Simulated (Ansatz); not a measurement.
Ansatz (an electronic-structure program) input:

Ansatz 0.2 input:
```yaml
crystal:
  periodic: [false, false, false]
  atoms:
    - {symbol: Zn, position_ang: [-0.00000000, -0.00000000, -0.72285354]}
    - {symbol: S, position_ang: [0.00000000, 0.00000000, 1.35535039]}
basis:
  gaussian:
    orbitals: def2-TZVP
hamiltonian:
  xc: b3lyp
  dispersion: d3bj
phonons: {temperatures: {t_min: 298.15, t_max: 298.15, t_step: 100}}
```

### Question
What final total energy does it print?

### Answer
-2177.63303 Eh (B3LYP-D3(BJ)/def2-TZVP). The basis has 85 functions.
